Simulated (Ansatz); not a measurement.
Two isomers of CH6BNSi: A = `CB1N[SiH2]1`, B = `C=NB[SiH3]`.

Calculated with Ansatz (gas phase, PBE0-D4/def2-TZVP geometries, no zero-point term in ΔE). CCSD(T)/CBS is the MP2 limit (def2-TZVPP, def2-QZVPP) plus CCSD(T) − MP2 in def2-TZVPP, frozen cores. DFT in def2-TZVPP. B3LYP here is the variant with VWN-RPA as its local correlation; programs differ in this. One conformer a species, not always the lowest.

A:

```xyz
10

C     1.5721   -0.7147    0.2249
B     0.1641   -0.0932    0.0256
N    -0.4148    1.1572   -0.0760
Si   -1.7539    0.0337   -0.2358
H     1.5825   -1.3610    1.1073
H     1.8248   -1.3576   -0.6236
H     2.3597    0.0358    0.3356
H    -0.1152    2.1206   -0.0534
H    -2.7714    0.1122    0.8464
H    -2.4479    0.0670   -1.5510
```

B:

```xyz
10

C     1.720    1.384    0.169
N     0.542    0.996    0.074
B    -0.718    0.539   -0.030
Si   -1.036   -1.450   -0.124
H     2.320    1.596   -0.718
H     2.192    1.528    1.144
H    -1.614    1.335   -0.062
H    -1.740   -1.807   -1.389
H    -1.901   -1.895    1.005
H     0.235   -2.226   -0.067
```

(1) Which isomer does CCSD(T)/CBS put lower? Give the gap. (Estimate.)

(2) Give E(B) − E(A) in kcal/mol with CCSD/def2-TZVPP, B2PLYP, CCSD(T)/def2-SVP, r2SCAN-D4, PBE0-D4, BLYP-D4, B3LYP. (Estimate.)

(3) Does the order hold for the free energy at 298.15 K (harmonic terms from PBE0-D4)? (Estimate.)

Largest T1 diagnostic: 0.017.

Results:

(1) Computed: A, by 21.6 kcal/mol.

(2) Computed: CCSD/def2-TZVPP 20.5, B2PLYP 18.9, CCSD(T)/def2-SVP 15.8, r2SCAN-D4 20.4, PBE0-D4 21.9, BLYP-D4 12.9, B3LYP 16.2. None reverses the order clearly.

(3) Ansatz gave: Yes: G(B) − G(A) = +18.0 kcal/mol, for one conformer each.

Leaving LDA and LC-ωPBE aside and taking each functional with its dispersion term where it has one, the values, not all of them listed here, spread over 11.8 kcal/mol, from BLYP-D4 to PBE-QIDH. LDA lies +4.6 kcal/mol from PBE without D4. From BLYP to BHLYP (50 % exact exchange), in def2-TZVPP and without D4, E(B) − E(A) moves by +6.5 kcal/mol.
